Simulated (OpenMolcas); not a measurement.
An atom or ion with 22 electrons was computed by SS-CASPT2, IPEA 0.25 Eh, imaginary shift 0.1 Eh with spin-orbit coupling (OpenMolcas, ANO-RCC-VTZP, DKH2). The lowest levels that the run gave, each within 12 % of the measured value where one is at hand:

```json
{"J": "0", "Parity": "even", "E (cm-1)": "0.0", "g": ""}
{"J": "1", "Parity": "even", "E (cm-1)": "67.0", "g": "1.501"}
{"J": "2", "Parity": "even", "E (cm-1)": "199", "g": "1.501"}
{"J": "3", "Parity": "even", "E (cm-1)": "390", "g": "1.501"}
{"J": "4", "Parity": "even", "E (cm-1)": "637", "g": "1.501"}
{"J": "0", "Parity": "even", "E (cm-1)": "17260", "g": ""}
{"J": "1", "Parity": "even", "E (cm-1)": "17660", "g": "1.501"}
{"J": "4", "Parity": "even", "E (cm-1)": "17880", "g": "0.802"}
{"J": "5", "Parity": "even", "E (cm-1)": "18030", "g": "1.034"}
{"J": "6", "Parity": "even", "E (cm-1)": "18200", "g": "1.167"}
{"J": "2", "Parity": "even", "E (cm-1)": "18370", "g": "1.501"}
{"J": "2", "Parity": "even", "E (cm-1)": "19100", "g": "0.666"}
```

Which ion is it, and what are the configurations and terms?

Cr III (Z = 24, charge +2; active space 4 electrons in 10 orbitals (3d 4d)). J, parity and g give the terms where levels are pure, and mixed ones are named by the computed weights; the size of the splittings, set against known spectra of the 22-electron sequence, gives the charge. In order, with the measured energies in cm-1 (Sugar and Corliss, J. Phys. Chem. Ref. Data 6, 317 (1977)): 3d4 5D0, 3d4 5D1 (62.2), 3d4 5D2 (183), 3d4 5D3 (357), 3d4 5D4 (576), 3d4 3P0(1) (16771), 3d4 3P1(1) (17169), 3d4 3H4 (17274), 3d4 3H5 (17397), 3d4 3H6 (17531), 3d4 3P2(1) (17851), 3d4 3F2(1) (18452).

Term energies are means over components that CASPT2 splits; among the terms shown or strongly mixed into the levels shown the widest spread is 100 cm-1 (3d4 3F(1)). Active for correlation alone: 4d; no level in the range computed is led by a configuration that fills it, so any true level of that kind is missing. Computed and measured levels are paired by configuration, term and J; levels that our copy of the source lacks, or whose pairing is in doubt (as where it misses far off the trend of its configuration), stay unpaired and out of the deviations. Levels of configurations outside the active space are missing.

A number in round brackets counts repeated terms of one configuration in the order of the reference energies.
